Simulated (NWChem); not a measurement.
System: WH$_{6}$O$_{3}$; SMILES [OH][WH3]([OH])[OH]

The following NWChem deck was run.

```
start job
memory heap 200 mb stack 900 mb global 1100 mb
geometry units angstroms noautoz
  W      0.006801    -0.004933    -0.576367
  O     -1.353012    -1.224054    -1.056487
  H     -1.953052    -1.741575    -0.510702
  O     -0.360321     1.778201    -1.077866
  H     -0.531986     2.558564    -0.541838
  O      1.744552    -0.583998    -1.035442
  H      2.490460    -0.833643    -0.481320
  H      0.201597    -0.984502     0.774473
  H     -0.968953     0.325539     0.750732
  H      0.750832     0.684100     0.762897
end
basis spherical
  * library def2-svp
end
ecp
  W library def2-ecp
end
dft
  xc hfexch
  iterations 150
  mulliken
end
task dft gradient
```

Parts of the log:

```
             Northwest Computational Chemistry Package (NWChem) 7.3.0
             --------------------------------------------------------

 C1  symmetry detected

                             Geometry "geometry" -> ""
                             -------------------------

 Output coordinates in angstroms (scale by  1.889725989 to convert to a.u.)

  No.       Tag          Charge          X              Y              Z
 ---- ---------------- ---------- -------------- -------------- --------------
    1 W                   74.0000     0.00024316    -0.00019216     0.07032291
    2 O                    8.0000    -1.78022096     0.40638529    -0.40978637
    3 H                    1.0000    -2.55148191     0.58770955     0.13613973
    4 O                    8.0000     1.24107096     1.33977836    -0.40996036
    5 H                    1.0000     1.77547948     1.92524383     0.13538268
    6 O                    8.0000     0.53816734    -1.74537978    -0.41009611
    7 H                    1.0000     0.76595042    -2.50496624     0.13478536
    8 H                    1.0000    -0.68859106    -0.74480992     1.40947243
    9 H                    1.0000    -0.30063751     0.96879750     1.40936332
   10 H                    1.0000     0.98914829    -0.22402558     1.40970407

 Effective nuclear repulsion energy (a.u.)     681.4566911686

 Summary of "ao basis" -> "ao basis" (spherical)
 ------------------------------------------------------------------------------
       Tag                 Description            Shells   Functions and Types
 ---------------- ------------------------------  ------  ---------------------
 W                          def2-svp                12       32   6s3p2d1f
 O                          def2-svp                 6       14   3s2p1d
 H                          def2-svp                 3        5   2s1p

            General Information
            -------------------
          SCF calculation type: DFT
          Wavefunction type:  closed shell.
          No. of atoms     :    10
          No. of electrons :    44
           Alpha electrons :    22
            Beta electrons :    22
          Charge           :     0
          Spin multiplicity:     1
          Use of symmetry is: off; symmetry adaption is: off
          Maximum number of iterations: 150
          AO basis - number of functions:   104
                     number of shells:    48
          Convergence on energy requested:  1.00D-06
          Convergence on density requested:  1.00D-05
          Convergence on gradient requested:  5.00D-04

              XC Information
              --------------
                     Hartree-Fock (Exact) Exchange  1.000

      Superposition of Atomic Density Guess
      -------------------------------------

 Sum of atomic energies:        -300.24575214

      Non-variational initial energy
      ------------------------------

 Total energy =    -293.791371
 1-e energy   =    -791.025758
 2-e energy   =     312.372288
 HOMO         =      -0.303143
 LUMO         =      -0.005365

     ---------------------------------------------
      Total Density - Mulliken Population Analysis
     ---------------------------------------------

    Atom       Charge   Shell Charges
 -----------   ------   -------------------------------------------------------
    1 W   14    11.73   0.04 -0.35  1.79  0.55  0.40  0.10  5.50  0.59  0.15  2.36  0.48  0.12
    2 O    8     8.83   1.99  1.10  0.67  3.09  1.96  0.00
    3 H    1     0.64   0.53  0.06  0.06
    4 O    8     8.83   1.99  1.10  0.67  3.09  1.96  0.00
    5 H    1     0.64   0.53  0.06  0.06
    6 O    8     8.83   1.99  1.10  0.67  3.09  1.96  0.00
    7 H    1     0.64   0.53  0.06  0.06
    8 H    1     1.29   0.76  0.51  0.02
    9 H    1     1.29   0.76  0.51  0.02
   10 H    1     1.29   0.76  0.51  0.02

   convergence    iter        energy       DeltaE   RMS-Dens  Diis-err
 ---------------- ----- ----------------- --------- --------- ---------
 d= 0,ls=0.0,diis     1   -294.0938784240 -4.79D+02  1.35D-02  1.73D+00
 d= 0,ls=0.0,diis     2   -294.1285863852 -3.47D-02  7.08D-03  1.48D+00
 d= 0,ls=0.0,diis     3   -294.2802563210 -1.52D-01  1.05D-03  1.33D-02
 d= 0,ls=0.0,diis     4   -294.2822491048 -1.99D-03  3.49D-04  1.57D-03
 d= 0,ls=0.0,diis     5   -294.2824813469 -2.32D-04  1.28D-04  1.11D-04
  Resetting Diis
 d= 0,ls=0.0,diis     6   -294.2825124691 -3.11D-05  5.06D-05  1.24D-05
 d= 0,ls=0.0,diis     7   -294.2825168292 -4.36D-06  1.39D-05  1.23D-06
 d= 0,ls=0.0,diis     8   -294.2825173054 -4.76D-07  7.95D-06  3.26D-07

         Total DFT energy =     -294.282517305355
      One electron energy =     -794.509436640830
           Coulomb energy =      348.968255078627
    Exchange-Corr. energy =      -33.603435205107
 Nuclear repulsion energy =      184.862099461955

 Numeric. integr. density =        0.000000000000

                       DFT Final Molecular Orbital Analysis
                       ------------------------------------

 Vector   20  Occ=2.000000D+00  E=-5.012867D-01
              MO Center=  2.3D-03, -1.9D-03, -3.9D-01, r^2= 3.9D+00
   Bfn.  Coefficient  Atom+Function         Bfn.  Coefficient  Atom+Function
  ----- ------------  ---------------      ----- ------------  ---------------
    37      0.348089   2 O  py               74     -0.342901   6 O  px
    40      0.287083   2 O  py               77     -0.282721   6 O  px
    55      0.263511   4 O  px               56     -0.242173   4 O  py
    58      0.217325   4 O  px               59     -0.199656   4 O  py
    75     -0.104138   6 O  py               78     -0.085818   6 O  py

 Vector   21  Occ=2.000000D+00  E=-4.118593D-01
              MO Center=  1.4D-01, -8.7D-02,  7.3D-01, r^2= 2.4D+00
   Bfn.  Coefficient  Atom+Function         Bfn.  Coefficient  Atom+Function
  ----- ------------  ---------------      ----- ------------  ---------------
    19      0.526980   1 W  d  1            100     -0.327946  10 H  s
   101     -0.294450  10 H  s                90      0.212795   8 H  s
    91      0.191102   8 H  s                 7      0.159026   1 W  px
    38     -0.141971   2 O  pz               35      0.135550   2 O  s
    95      0.115337   9 H  s                47     -0.112877   3 H  s

 Vector   22  Occ=2.000000D+00  E=-4.118545D-01
              MO Center= -1.4D-01,  8.8D-02,  7.3D-01, r^2= 2.4D+00
   Bfn.  Coefficient  Atom+Function         Bfn.  Coefficient  Atom+Function
  ----- ------------  ---------------      ----- ------------  ---------------
    17      0.526460   1 W  d -1             95      0.312451   9 H  s
    96      0.280693   9 H  s                90     -0.256046   8 H  s
    91     -0.229975   8 H  s                 8     -0.159558   1 W  py
    76      0.134982   6 O  pz               73     -0.129316   6 O  s
    57     -0.110185   4 O  pz               85      0.107573   7 H  s

 Vector   23  Occ=0.000000D+00  E= 7.626724D-02
              MO Center= -3.2D-04,  2.6D-04,  1.1D-01, r^2= 6.6D+00
   Bfn.  Coefficient  Atom+Function         Bfn.  Coefficient  Atom+Function
  ----- ------------  ---------------      ----- ------------  ---------------
    15      0.920131   1 W  pz                6      0.627935   1 W  s
    18     -0.518922   1 W  d  0              5     -0.451815   1 W  s
    23     -0.171573   1 W  d  0             41     -0.135588   2 O  pz
    60     -0.135925   4 O  pz               79     -0.136181   6 O  pz
     9     -0.132311   1 W  pz                3      0.121316   1 W  s

 Vector   24  Occ=0.000000D+00  E= 1.025899D-01
              MO Center=  1.8D-01, -1.4D-01,  1.3D-01, r^2= 4.7D+00
   Bfn.  Coefficient  Atom+Function         Bfn.  Coefficient  Atom+Function
  ----- ------------  ---------------      ----- ------------  ---------------
    13      0.599300   1 W  px               19      0.550482   1 W  d  1
    20      0.320873   1 W  d  2             16     -0.256210   1 W  d -2
    77     -0.216456   6 O  px               35      0.206098   2 O  s
    74     -0.183013   6 O  px              101      0.183892  10 H  s
    58     -0.172100   4 O  px               54     -0.146156   4 O  s

 Vector   25  Occ=0.000000D+00  E= 1.027725D-01
              MO Center= -1.7D-01,  1.3D-01,  1.3D-01, r^2= 4.7D+00
   Bfn.  Coefficient  Atom+Function         Bfn.  Coefficient  Atom+Function
  ----- ------------  ---------------      ----- ------------  ---------------
    14      0.605421   1 W  py               17     -0.550388   1 W  d -1
    16     -0.320090   1 W  d -2             20     -0.255580   1 W  d  2
    40     -0.220590   2 O  py               73      0.205096   6 O  s
    37     -0.187673   2 O  py               96      0.178205   9 H  s
    59     -0.162763   4 O  py               54     -0.155311   4 O  s

     ---------------------------------------------
      Total Density - Mulliken Population Analysis
     ---------------------------------------------

[...]

                         DFT ENERGY GRADIENTS

    atom               coordinates                        gradient
                 x          y          z           x          y          z
   1 W       0.000459  -0.000363   0.132891   -0.000050   0.000048  -0.024229
   2 O      -3.364130   0.767957  -0.774384    0.016352  -0.003941  -0.010713
   3 H      -4.821602   1.110610   0.257267   -0.015303   0.003687   0.013653
   4 O       2.345284   2.531814  -0.774713   -0.011237  -0.012529  -0.010718
   5 H       3.355170   3.638183   0.255836    0.010526   0.011722   0.013638
   6 O       1.016989  -3.298290  -0.774969   -0.004723   0.016150  -0.010713
   7 H       1.447436  -4.733700   0.254707    0.004426  -0.015127   0.013621
   8 H      -1.301248  -1.407487   2.663517   -0.001534  -0.001684   0.005153
   9 H      -0.568123   1.830762   2.663310   -0.000685   0.002166   0.005169
  10 H       1.869219  -0.423347   2.663954    0.002228  -0.000493   0.005139
```

Level: Hartree-Fock/def2-SVP with def2 effective core potentials on W. The geometry was optimised at PBE0/def2-SVP. No frequency run checked for a minimum. def2 effective core potentials on W; no spin-orbit coupling.
